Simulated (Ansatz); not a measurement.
CH9BGeSi can be A, `B[CH]([SiH3])[GeH3]`, or B, `[BH2][GeH2][CH2][SiH3]`.

Gas-phase electronic energies from Ansatz, PBE0-D4/def2-TZVP geometries. CCSD(T)/CBS adds triple-zeta CCSD(T) − MP2 to the extrapolated MP2 energy (def2 sets, frozen cores). Functionals use def2-TZVPP. For Ge outer-core shells are correlated without core-valence functions, which leaves a few kJ/mol of doubt a bond. Scalar relativity is left out up to krypton. Each species was taken in one conformer, which may not be the lowest.

A:

```xyz
13

B    -0.234    0.265    1.641
C    -0.603    0.234    0.158
Si   -0.713   -1.445   -0.658
Ge    1.029    1.130   -0.563
H     0.626   -0.463    2.056
H    -0.738    1.046    2.397
H    -1.445    0.873   -0.118
H    -0.680   -1.322   -2.143
H    -1.983   -2.124   -0.285
H     0.434   -2.284   -0.225
H     2.062    0.067   -0.964
H     1.652    2.068    0.486
H     0.593    1.955   -1.781
```

B:

```xyz
13

B    -1.2278    1.8022    0.7611
Ge   -1.2281   -0.2386    0.4964
C     0.0518   -0.8317   -0.8752
Si    1.8199   -0.5073   -0.3762
H    -0.8282    2.5324   -0.0969
H    -1.6650    2.2925    1.7587
H    -0.9403   -1.0021    1.8062
H    -2.6576   -0.6403    0.0570
H    -0.1751   -0.2937   -1.8001
H    -0.0944   -1.8976   -1.0681
H     2.1776   -1.3248    0.8146
H     2.7827   -0.8198   -1.4678
H     1.9844    0.9287   -0.0096
```

Which is lower in electronic energy at CCSD(T)/CBS, and by how much? (An estimate is asked.)

The calculation gave: A, by 10.7 kcal/mol.

Give E(B) − E(A) in kcal/mol with CCSD(T)/def2-TZVPP, PBE0-D4, PBE-D4, r2SCAN-D4, ωB97M-V, CCSD/def2-TZVPP, HF/def2-TZVPP. (An estimate is asked.)

Ansatz gave: CCSD(T)/def2-TZVPP 10.7, PBE0-D4 11.0, PBE-D4 10.9, r2SCAN-D4 11.3, ωB97M-V 11.6, CCSD/def2-TZVPP 10.1, HF/def2-TZVPP 8.8. None reverses the order clearly.

Largest T1 diagnostic: 0.012.

The D4 term adds +0.9 kcal/mol with B3LYP and +0.4 kcal/mol with PBE0; it sums over pairs of atoms, weighted by their polarisabilities, and B3LYP, whose exchange is more repulsive, gets the larger term. In def2-TZVPP, CCSD(T) changes the Hartree–Fock value by +1.9 kcal/mol (the triples alone add +0.6 kcal/mol) and MP2 by +3.3 kcal/mol.

B3LYP here is the variant with VWN-RPA as its local correlation; programs differ in this.
